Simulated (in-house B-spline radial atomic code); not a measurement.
**RPA and G0W0 on Hartree-Fock: Be²⁺**

Configuration 1s2, mean-field start Hartree-Fock. Computed with an all-electron radial atomic-structure program (B-spline basis): all electrons, non-relativistic, point nucleus, each spin shell either full or empty, empty states to l = 9 with an (l + 1/2)⁻⁴ tail; G0W0 by contour deformation at full frequency.

Relativity, left out, deepens the 1s level by about Z⁴α²/8 hartree.

Command:
```bash
python run_gw.py task.json out
```
Settings (radii: box in bohr, nucleus in fm):
```
Z                        4
electrons                2
configuration            1s2
hamiltonian              nr
method                   hf
lmax                     9
spin_polarised           False
box_radius               17.55
intervals                44
ion_configuration        1s1
```

Run time, properties included: 0.4 s on 1 thread of Arm Neoverse V2 (shared host).

Energies (hartree):

```json
{"term": "mean-field total", "value": "-13.61130"}
{"term": "Hartree-Fock functional on these orbitals", "value": "-13.61130"}
{"term": "direct second order", "value": "-0.083423"}
{"term": "second-order exchange", "value": "0.041712"}
{"term": "SOSEX correction", "value": "0.039374"}
```

**Question.** What is the RPA correlation energy, and what remains with SOSEX?

**Answer.** RPA gives -0.078746 hartree (-1.07 eV per electron); RPA + SOSEX gives -0.039372, and the second-order doubles (MP2) -0.041711 hartree. SOSEX takes back 50 % of the RPA value, the self-correlation of each of the two electrons.

Quasi-particle levels (eV):

```json
{"level": "1s", "occupied": "yes", "mean field": "-154.21", "Σx - vxc": "0.00", "Σc": "?", "QP weight": "?", "G0W0": "?"}
{"level": "2s", "occupied": "no", "mean field": "-18.125", "Σx - vxc": "0.00", "Σc": "-0.10", "QP weight": "0.999", "G0W0": "-18.223"}
```

G0W0 = mean field + (Σx - vxc) + Σc, with Σc (partial-wave tail included) taken at the quasi-particle energy.

**Question.** Where does G0W0 put 1s?

**Answer.** At -153.92 eV, with Σc = 0.29 eV and a quasi-particle weight of 0.987. The tabulated removal energy is 153.896 eV (NIST, tabulated theory).

**Question.** What does it cost to remove one electron (to 1s1) by differences of total energies, each species on its own start (correlation terms add to the Hartree-Fock functional)?

**Answer.** Hartree-Fock functional 152.69 eV, + RPA 154.28 eV, + RPA + SOSEX 153.76 eV, + second order 153.83 eV. Tabulated: 153.896 eV (NIST, tabulated theory).
